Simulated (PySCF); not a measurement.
CH₈OW, SMILES [O]([WH5])C, multiplicity 1. Atoms are numbered in the order given.

```xyz
11

W     -0.0173     0.4279     0.0000
O     -0.3972    -1.3983     0.0000
C      0.1729    -2.6880     0.0000
H     -0.1593    -3.2361    -0.8963
H     -0.1593    -3.2361     0.8963
H      1.2732    -2.6271     0.0000
H      1.1003     1.2850    -0.9425
H      1.5640    -0.0936     0.0000
H     -0.6495     1.1354    -1.4258
H      1.1003     1.2850     0.9425
H     -0.6495     1.1354     1.4258
```

The structure is a stationary point at B3LYP-D3(BJ)/def2-SVP. The spin state was assumed, not searched. The structure was generated by enumeration; whether it is a known compound was not checked. The def2 effective core potentials stand for the cores of W; spin–orbit coupling is left out.

The numbers are results of M06-2X/def2-TZVPD (PySCF), not measurements.

Mulliken values depend strongly on the basis, most of all with diffuse functions as here. ESP charges are fitted to the potential on shells at 1.4 to 2.0 van der Waals radii. Atomic charges (e):

```json
[
 {"atom": "W1", "Mulliken": "0.80", "ESP fit": "…"},
 {"atom": "O2", "Mulliken": "-0.57", "ESP fit": "-0.25"},
 {"atom": "C3", "Mulliken": "-0.46", "ESP fit": "-0.35"},
 {"atom": "H4", "Mulliken": "0.21", "ESP fit": "…"},
 {"atom": "H5", "Mulliken": "0.21", "ESP fit": "…"},
 {"atom": "H6", "Mulliken": "0.23", "ESP fit": "…"},
 {"atom": "H7", "Mulliken": "-0.03", "ESP fit": "…"},
 {"atom": "H8", "Mulliken": "-0.10", "ESP fit": "…"},
 {"atom": "H9", "Mulliken": "-0.13", "ESP fit": "…"},
 {"atom": "H10", "Mulliken": "-0.03", "ESP fit": "…"},
 {"atom": "H11", "Mulliken": "-0.13", "ESP fit": "…"}
]
```

Some entries are withheld; supply them. (Estimate from the structure and the level; the computed values follow.)


- W1, ESP fit: 0.82
- H4, ESP fit: 0.16
- H5, ESP fit: 0.16
- H6, ESP fit: 0.15
- H7, ESP fit: -0.15
- H8, ESP fit: -0.10
- H9, ESP fit: -0.15
- H10, ESP fit: -0.15
- H11, ESP fit: -0.15
